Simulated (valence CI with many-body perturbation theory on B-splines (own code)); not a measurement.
## Dy XXXV: calculated level list

Method: valence CI with perturbative core correlation (CI+MBPT): four valence electrons over a frozen Dirac-Fock core [Ar] 3d10, a basis of 11 s, 11 p, 10 d, 8 f, 5 g, 2 h functions for each j, with the one-electron correlation potential Σ1, the two-electron term Σ2, the three-electron term Σ3, Breit, model QED; selected CI, second order for the rest, scaled by the run's own slope (own B-spline code, finite nucleus).

The last digits are not significant, and no measured levels were compared; by estimate large intervals hold to a few tenths of a per cent, small ones and those within an open d or f shell to about a per cent. Among the levels kept, up to 400 cm⁻¹ of a level comes from second order outside the variational space, and about a tenth of that is noise between levels of different J, which matters for small intervals.

Levels 46 to 90 of 187, with energies above the lowest level, (4s^2 4p1/2^2) J=0. "Leading %" is the weight of the configuration and term that name the level; weights of strongly mixed levels are sums over their largest components and can fall short. In the jj column 3d3/2^4 stands for four electrons in 3d with j = 3/2.

```tsv
No.	Configuration	Term	J	E (eV)	Leading %	Leading jj	Second component
46	4s 4p2 4d	3D	2	310.51	28	4s 4p1/2 4p3/2 4d3/2 (79 %)	26 % 4s 4p2 4d 5P
47	4s 4p2 4d	5P	1	311.14	47	4s 4p1/2 4p3/2 4d3/2 (83 %)	21 % 4s 4p2 4d 3P
48	4s 4p2 4d	3D	1	312.78	33	4s 4p1/2 4p3/2 4d3/2 (75 %)	23 % 4s 4p2 4d 1P
49	4s 4p2 4d	5D	3	315.51	32	4s 4p1/2 4p3/2 4d5/2 (78 %)	28 % 4s 4p2 4d 3F
50	4s 4p2 4d	3P	2	315.63	36	4s 4p1/2 4p3/2 4d5/2 (72 %)	13 % 4p4 3P
51	4s 4p2 4d	3D	1	320.37	64	4s 4p1/2 4p3/2 4d3/2 (80 %)	11 % 4s 4p2 4d 3P
52	4s 4p2 4d	3F	4	320.79	20	4s 4p1/2 4p3/2 4d5/2 (68 %)	17 % 4s 4p2 4d 3G
53	4s 4p2 4d	3D	3	321.15	39	4s 4p1/2 4p3/2 4d5/2 (70 %)	17 % 4s 4p2 4d 3F
54	4s 4p2 4d	3F	2	321.34	31	4s 4p1/2 4p3/2 4d3/2 (61 %)	14 % 4s2 4p 4f 3F
55	4s 4p2 4d	3D	3	323.26	43	4s 4p1/2 4p3/2 4d5/2 (75 %)	33 % 4s 4p2 4d 3F
56	4s 4p2 4d	1G	4	323.47	42	4s 4p1/2 4p3/2 4d5/2 (86 %)	27 % 4s 4p2 4d 3F
57	4s 4p2 4d	3P	0	325.17	87	4s 4p1/2 4p3/2 4d3/2 (72 %)	6 % 4s2 4d2 3P
58	4s 4p2 4d	3D	1	327.47	69	4s 4p1/2 4p3/2 4d5/2 (88 %)	10 % 4s 4p2 4d 1P
59	4s 4p2 4d	1F	3	330.05	29	4s 4p1/2 4p3/2 4d5/2 (57 %)	17 % 4s 4p2 4d 3F
60	4s 4p2 4d	3P	1	332.70	40	4s 4p1/2 4p3/2 4d5/2 (90 %)	29 % 4s 4p2 4d 3S
61	4s 4p2 4d	3D	2	332.91	30	4s 4p1/2 4p3/2 4d5/2 (71 %)	12 % 4s 4p2 4d 3F
62	4s 4p2 4d	3P	0	333.77	45	4s 4p1/2 4p3/2 4d5/2 (66 %)	38 % 4s 4p2 4d 1S
63	4s 4p2 4d	3D	2	333.96	43	4s 4p1/2 4p3/2 4d5/2 (71 %)	10 % 4s 4p2 4d 3P
64	4p4	1D	2	336.37	22	4s 4p1/2 4p3/2 4d5/2 (35 %)	21 % 4s 4p2 4d 1D
65	4s 4p2 4d	1P	1	338.39	36	4s 4p1/2 4p3/2 4d5/2 (32 %)	31 % 4p4 3P
66	4s2 4p 4f	3G	3	338.67	44	4s^2 4p1/2 4f5/2 (57 %)	20 % 4s 4p2 4d 3G
67	4s2 4p 4f	3G	4	340.80	30	4s^2 4p1/2 4f7/2 (75 %)	26 % 4s2 4p 4f 1G
68	4s2 4p 4f	3F	2	344.08	25	4s^2 4p1/2 4f5/2 (49 %)	14 % 4s2 4p 4f 1D
69	4s2 4p 4f	3D	3	344.19	32	4s^2 4p1/2 4f7/2 (61 %)	16 % 4s2 4p 4f 1F
70	4s 4p2 4d	3D	2	354.78	28	4s 4p3/2^2 4d3/2 (84 %)	24 % 4s 4p2 4d 5P
71	4s 4p2 4d	3F	4	354.99	40	4s 4p3/2^2 4d5/2 (69 %)	32 % 4s 4p2 4d 5D
72	4s 4p2 4d	3P	1	355.10	32	4s 4p3/2^2 4d3/2 (83 %)	30 % 4s 4p2 4d 5P
73	4s 4p2 4d	3D	3	355.18	29	4s 4p3/2^2 4d3/2 (72 %)	18 % 4s 4p2 4d 5D
74	4s 4p2 4d	3G	5	358.26	47	4s 4p3/2^2 4d5/2 (92 %)	47 % 4s 4p2 4d 5F
75	4s 4p2 4d	3P	0	358.30	36	4s 4p3/2^2 4d5/2 (62 %)	28 % 4s 4p2 4d 1S
76	4s 4p2 4d	3F	4	360.90	51	4s 4p3/2^2 4d3/2 (60 %)	14 % 4s 4p2 4d 3G
77	4s 4p2 4d	3P	0	365.20	50	4s 4p3/2^2 4d3/2 (49 %)	20 % 4s2 4d2 3P
78	4s2 4d2	3F	2	365.80	34	4s^2 4d3/2^2 (53 %)	16 % 4s2 4d2 1D
79	4s 4p2 4d	1F	3	368.13	26	4s 4p3/2^2 4d3/2 (36 %)	12 % 4s 4p2 4d 3F
80	4s 4p2 4d	3D	1	369.62	53	4s 4p3/2^2 4d3/2 (76 %)	9 % 4s 4p2 4d 1P
81	4s 4p2 4d	3D	2	371.31	37	4s 4p3/2^2 4d3/2 (48 %)	16 % 4s 4p2 4d 3P
82	4s 4p2 4d	3F	4	371.82	37	4s 4p3/2^2 4d5/2 (42 %)	22 % 4s2 4d2 1G
83	4s 4p2 4d	3D	1	372.27	28	4s 4p3/2^2 4d3/2 (52 %)	16 % 4s2 4p 4f 3D
84	4s 4p2 4d	3D	3	373.88	39	4s 4p3/2^2 4d5/2 (68 %)	16 % 4s 4p2 4d 3F
85	4s 4p2 4d	1P	1	373.91	31	4s 4p3/2^2 4d5/2 (70 %)	19 % 4s 4p2 4d 3S
86	4s2 4p 4f	3D	2	374.80	18	4s 4p3/2^2 4d5/2 (28 %)	16 % 4s2 4d2 3F
87	4s2 4d2	3F	3	375.55	48	4s^2 4d3/2 4d5/2 (48 %)	35 % 4s 4p2 4d 3D
88	4s2 4d2	3F	2	376.48	24	4s^2 4d3/2 4d5/2 (24 %)	20 % 4s2 4d2 1D
89	4s2 4d2	3P	0	378.71	46	4s^2 4d3/2^2 (65 %)	20 % 4s2 4d2 1S
90	4s 4p2 4d	3D	3	380.69	52	4s 4p3/2^2 4d5/2 (76 %)	14 % 4s 4p2 4d 1F
```

Where two levels of one J and parity lie close, their mixing, g and order are uncertain.
